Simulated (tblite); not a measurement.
Calculated harmonic vibrations of the isolated species, GFN2-xTB (tblite), most abundant isotopes, no scaling. Errors from tens to a few hundred cm⁻¹ against measured bands are possible. Modes of hydrogen on boron, germanium and silicon can be 10 to 20 % off. One conformer each. Thermal functions are those of the rigid rotor and harmonic oscillator, without mixing of conformers.

Question: Order these by their heat capacity Cp at 200 K, highest first (J/(mol K)).
A. `F[B]([GeH2][BH2])F` (B2F2GeH4)
B. `Cc1nn(C)c(p1)C` (C5H9N2P)
C. `C#CC(C#C)=CC(F)(F)F` (C7H3F3)
D. `CC` (C2H6)
E. `CS[C@@H]1C[SiH2][Si@@H]1C#N` (C4H9NSSi2)

Answer: E (139.8), C (123.1), B (110.1), A (92.4), D (40.8).

| SMILES | atoms | mass (u) | symmetry number | modes under 300 cm⁻¹ | ZPE (kJ/mol) | S translation (J/(mol K)) | S rotation | S vibration | S | Cp |
| --- | --- | --- | --- | --- | --- | --- | --- | --- | --- | --- |
| CS[C@@H]1C[SiH2][Si@@H]1C#N | 17 | 159.00 | 1 | 9 | 300.8 | 163.8 | 121.1 | 103.4 | 388.3 | 139.8 |
| C#CC(C#C)=CC(F)(F)F | 13 | 144.02 | 1 | 7 | 189.5 | 162.5 | 119.5 | 83.8 | 365.8 | 123.1 |
| Cc1nn(C)c(C)p1 | 17 | 128.05 | 1 | 7 | 356.1 | 161.1 | 114.8 | 68.4 | 344.2 | 110.1 |
| [BH2][GeH2][B](F)F | 9 | 137.97 | 1 | 5 | 114.6 | 162.0 | 109.6 | 62.7 | 334.3 | 92.4 |
| CC | 8 | 30.05 | 6 | 0 | 194.9 | 143.0 | 63.0 | 3.6 | 209.6 | 40.8 |

Entropies and Cp are for 200 K and 1 bar.
